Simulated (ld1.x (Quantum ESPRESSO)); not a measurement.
**Configuration tests for Pd (RRKJ)**

| Quantity | Value |
| --- | --- |
| Element | palladium (Pd) |
| Generator | ld1.x (Quantum ESPRESSO) 7.5 |
| Type | norm-conserving RRKJ (Kleinman–Bylander form) |
| Functional | revPBE |
| Relativity | fully relativistic |
| Frozen core | [Kr] |
| Valence charge | 10 |
| Reference configuration | 4d9 5s1 5p0 |
| Partial waves | 5p (bound, empty): rc 3.95 bohr; 4d (bound): rc 1.90 bohr; 5s (bound): rc 2.00 bohr |
| Local potential | the s channel |
| Core correction | a·sin(br)/r model core, default radius (core density twice the valence density) |

Open shells are filled in proportion to 2j + 1 (rel_dist='average').

Energies are relative to the spin-unpolarised reference configuration 4d9 5s1 5p0; without spin polarisation the order of configurations can differ from experiment. The frozen-core shift is the all-electron ΔE with the core orbitals held at their reference shape minus the fully relaxed ΔE.

```
valence configuration  charge  ΔE all-electron (eV)  error AE − PS (meV)  frozen-core shift (meV)
         4d10 5s0 5p0       0                -1.545                  -80                      +25
          4d9 5s0 5p0      +1                 7.481                 -8.7                     +2.2
          4d8 5s0 5p0      +2                28.211                 -131                      +56
          4d6 5s0 5p0      +4               111.760                -1718                    +1096
          4d7 5s0 5p0      +3                62.489                 -660                     +353
          4d9 5s0 5p1       0                 3.690                 -1.9                     +0.7
```

(1) What are ΔE and the potential's error for 4d8 5s1 5p0?

Results:

(1) ΔE = 12.078 eV all-electron; the error (AE − PS) is -94 meV.
